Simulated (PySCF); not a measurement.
# Cl⁺ (chlorine, charge +1): r2SCAN calculation

Configuration: [Ne] 3s1 3p4 4s1, high-spin 5P determinant (an excited configuration). All numbers are calculated (PySCF 2.14, scalar relativity by spin-free X2C-1e, in aug-cc-pCVTZ-DK (8s7p5d3f, 75 functions)).

```
Total energy                                                  : -460.1161 hartree
One-electron energy                                           : -624.1201 hartree
Hartree (Coulomb) energy                                      : 191.7584 hartree
Exchange-correlation energy                                   : -27.7544 hartree
⟨S²⟩                                                          : 6.0026
⟨L²⟩                                                          : 2.061
Sum of ⟨r⟩                                                    : 15.36 bohr
Sum of ⟨r²⟩                                                   : 33.88 bohr²
Traceless quadrupole moment −½Σ⟨3z² − r²⟩ along its main axis : -1.58 e·bohr²
Langevin diamagnetic susceptibility                           : -26.8 ×10⁻⁶ cm³/mol
```

| shell | electrons | mean orbital energy (hartree) | spread (hartree) | rms radius, mean of both spins (bohr) |
| --- | --- | --- | --- | --- |
| 1s α | 1 | -102.40932 | 0 | 0.105 |
| 1s β | 1 | -102.37611 | 0 | 0.105 |
| 2s α | 1 | -10.26794 | 0 | 0.482 |
| 2s β | 1 | -10.24329 | 0 | 0.482 |
| 2p α | 3 | -7.95337 | 0.02642 | 0.453 |
| 2p β | 3 | -7.91389 | 0.00533 | 0.453 |
| 3s α | 1 | -1.51973 | 0 | 1.54 |
| 3p α | 3 | -1.00100 | 0.06858 | 1.74 |
| 3p β | 1 | -0.84939 | 0 | 1.74 |
| 4s α | 1 | -0.30285 | 0 | 4.20 |

The outer electron is Rydberg-like, and this basis confines it to a smaller radius and binds it less than a complete one would.

Densities and radii are taken from the X2C orbitals without a picture-change correction, which distorts them close to the nucleus.
